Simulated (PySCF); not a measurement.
# Spinor energies of Fe¹⁶⁺ (iron, charge +16)

Start: [Ne]. Calculated with PySCF 2.14 in an even-tempered Gaussian basis (18 s from 3.4 bohr⁻², ratio 2.4; 12 p from 4.4 bohr⁻², ratio 2.4; 5 d from 21 bohr⁻², ratio 2.6; 5 f from 32 bohr⁻², ratio 2.6): generalised Hartree-Fock with the X2C-1e Hamiltonian and a Gaussian nucleus; one run each with spin-orbit coupling (SO) switched off, then screened by Boettger's factors.

| spinor shell | electrons | ε, spin-free (eV) | ε, screened SO (eV) | weight of nominal j (screened SO) | rms radius, screened SO (bohr) |
| --- | --- | --- | --- | --- | --- |
| 1s1/2 | 2 | -7724.1 | -7724.1 | 1.000 | 0.0674 |
| 2s1/2 | 2 | -1397.5 | -1397.4 | 1.000 | 0.283 |
| 2p1/2 | 2 | -1268.2 | -1277.1 | 1.000 | 0.253 |

**Question.** Where does 2p3/2 lie, and what is the 2p spin-orbit splitting (screened SO)?

**Answer.** At -1263.8 eV, 13.250 eV above 2p1/2.

| quantity | spin-free | screened SO |
| --- | --- | --- |
| E (hartree) | -1148.24187 | -1148.26066 |
| M_J | 0 | 0 |
| ⟨J²⟩ | 0.000 | 0.000 |
| ⟨L²⟩ | 0.000 | 0.000 |
| ⟨S²⟩ | 0.000 | 0.000 |

Without spin-orbit coupling the j labels of p, d and f shells carry no meaning; the spin-free column gives the mean over the occupied spinors of each nl shell.
